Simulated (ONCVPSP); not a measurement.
## Which change was made? (O, ONCV)

- Element: O (Z = 8)
- Generator: ONCVPSP 4.0.1
- Type: optimised norm-conserving Vanderbilt (ONCV)
- Functional: PBEsol
- Relativity: scalar-relativistic
- Frozen core: [He]
- Valence charge: 6
- Reference configuration: 2s2 2p2 (charge +2)
- Partial waves: 2s: rc 0.60 bohr, ncon 4, nbas 8, qcut 13.8 1/bohr, 1 projector; 2p: rc 1.45 bohr, ncon 3, nbas 7, qcut 10.8 1/bohr, 1 projector; d scattering state at 0.18 Ha: rc 1.45 bohr, ncon 4, nbas 9, qcut 6.1 1/bohr, 2 projectors, debl 1.4 Ha
- Local potential: polynomial inside 0.55 bohr (lpopt 5, dvloc0 0 Ha)
- Core correction: polynomial model core, fcfact 0.7

Cutoffs, loose and tight: the cutoffs (Ha) at which the residual kinetic energy of the hardest occupied pseudo-wave falls to 1 and 0.1 mHa per electron. They do not see the model core or the augmentation charge, which bear on the density cutoff. Test errors are all-electron minus pseudo excitation energies from the reference, over the configurations 2s2 2p4; 2s2 2p3; 2s2 2p1; 2s0 2p6; variants that change the core or the reference have their own tests.

The base gives: outcome: generated; cutoff, loose: 94 Ha; cutoff, tight: 444 Ha; bound ghosts: none; GHOST(+) flags above zero: none; largest test error (meV): +370.

After one change the result is: outcome: generated; cutoff, loose: 94 Ha; cutoff, tight: 444 Ha; bound ghosts: none; GHOST(+) flags above zero: none; largest test error (meV): +639. Which change was it?
A. p: qcut 14.4
B. p: qcut 7
C. p: qcut 8.4

C. The others give: p: qcut 14.4 → outcome: generated; cutoff, loose: 94 Ha; cutoff, tight: 444 Ha; bound ghosts: none; GHOST(+) flags above zero: none; largest test error (meV): +266 | p: qcut 7 → outcome: generated; cutoff, loose: 94 Ha; cutoff, tight: 444 Ha; bound ghosts: none; GHOST(+) flags above zero: none; largest test error (meV): +917.
